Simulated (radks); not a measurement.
Values are calculated unless marked as measured or tabulated.
The thallium ion Tl2+ inside a hard spherical wall (all orbitals vanish at R), configuration held at [Xe] 4f14 5d10 6s1 and not refilled when levels cross. Level of theory: scalar-relativistic Kohn-Sham, r2SCAN, spin-polarised, spherical densities, finite nucleus; open shells are filled with parallel spins first (spin-orbit coupling, left out, can overturn this in heavy ions); meta-GGA in the generalised Kohn-Sham scheme; Fermi nuclear charge, rms radius 5.4759 fm (a radial shooting solver on a logarithmic mesh with Libxc functionals). Eigenvalues in eV for spin up, with the zero of energy where the potential of the charges vanishes at infinity; a dash marks a level that is unbound or too diffuse for the functional's potential to be trusted. A positive occupied level is held by the wall or, in an anion where self-interaction has pushed it up, behind a barrier. The pressure on the wall is -dE/dV.

| R (bohr) | E (hartree) | kinetic (hartree) | e(4f) | e(5p) | e(5d) | e(6s) | e(6p, empty) | e(7s, empty) | pressure (GPa) |
|---|---|---|---|---|---|---|---|---|---|
| free | -20242.1141 | 22786.469 | -133.18 | -96.014 | -33.829 | -26.092 | -15.958 | - | 0 |
| 12 | -20242.1141 | 22786.469 | -133.18 | -96.014 | -33.829 | -26.092 | -15.958 | - | < 0.0001 |
| 8 | -20242.1141 | 22786.470 | -133.18 | -96.014 | -33.829 | -26.091 | -15.950 | -6.513 | 0.000714 |
| 7 | -20242.1140 | 22786.471 | -133.18 | -96.010 | -33.825 | -26.087 | -15.914 | -5.357 | 0.00982 |
| 6 | -20242.1132 | 22786.481 | -133.15 | -95.983 | -33.801 | -26.054 | -15.738 | -2.723 | 0.130 |
| 5 | -20242.1057 | 22786.558 | -132.96 | -95.809 | -33.645 | -25.806 | -14.932 | 3.717 | 1.73 |
| 4 | -20242.0393 | 22787.077 | -131.88 | -94.834 | -32.757 | -24.166 | -11.421 | 21.187 | 24.1 |
| 3.5 | -20241.8879 | 22788.066 | -130.09 | -93.282 | -31.284 | -21.236 | -6.352 | 40.383 | 96.8 |
| 3 | -20241.4066 | 22790.811 | -125.85 | -89.784 | -27.738 | -13.823 | 4.987 | 76.010 | 428 |
| 2.5 | -20239.7519 | 22799.145 | -115.76 | -81.820 | -18.812 | 5.944 | 32.306 | 147.99 | 2210 |
| 1.5 | -20201.3560 | 22951.939 | -23.332 | 4.414 | 89.958 | 264.56 | 334.26 | 761.10 | 140000 |
